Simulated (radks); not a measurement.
Q: N4+, configuration [He] 2s1. All-electron calculation, scalar-relativistic Kohn-Sham, PBEsol, spin-polarised, spherical densities, finite nucleus; open shells are filled with parallel spins first; Fermi nuclear charge, rms radius 2.5582 fm. Program: a radial shooting solver on a logarithmic mesh with Libxc functionals. Some entries of the table are withheld. Estimate them.

| orbital | occ. | eigenvalue (eV) | <r> (bohr) | <1/r> (bohr^-1) |
|---|---|---|---|---|
| 1s up | 1 | -478.4552 | (1) | (2) |
| 1s down | 1 | -477.1409 | (3) | (4) |
| 2s up | 1 | -89.2659 | (5) | 1.393 |

A: 
(1) 1s up <r> (bohr): 0.2287
(2) 1s up <1/r> (bohr^-1): 6.657
(3) 1s down <r> (bohr): 0.2286
(4) 1s down <1/r> (bohr^-1): 6.655
(5) 2s up <r> (bohr): 1.049
